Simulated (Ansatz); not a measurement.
System: sum formula SiHF, net charge 1, doublet state. 
Structure (B3LYP-D3(BJ)/def2-TZVP (Ansatz, a program for electronic structure) minimum search):
```xyz
3

Si    -0.2631    -0.3345     0.3603
H     -1.0759    -1.3298    -0.4510
F      0.5288     0.6681    -0.5104
```
Charge +1, spin multiplicity 2.

Parts of the frozen-core correlation energy in cc-pV(D+d)Z (Ansatz, hartree). Frozen orbitals: 6; correlated occupied orbitals by spin: 6 and 5; virtual: 30 and 31. UHF or UKS for open shells. No spin-orbit coupling. Non-relativistic.

```tsv
term	value
reference (HF)	-388.64141
MP2 opposite-spin	-0.18571
MP2 same-spin	-0.06308
CCSD correlation	-0.26229
(T)	-0.00552
CCSDT minus CCSD(T)	-0.00065
CCSDT(Q) minus CCSD(T)	-0.00122
T1 diagnostic	0.021
largest doubles amplitude	0.056
<S^2> of the reference	0.766
```
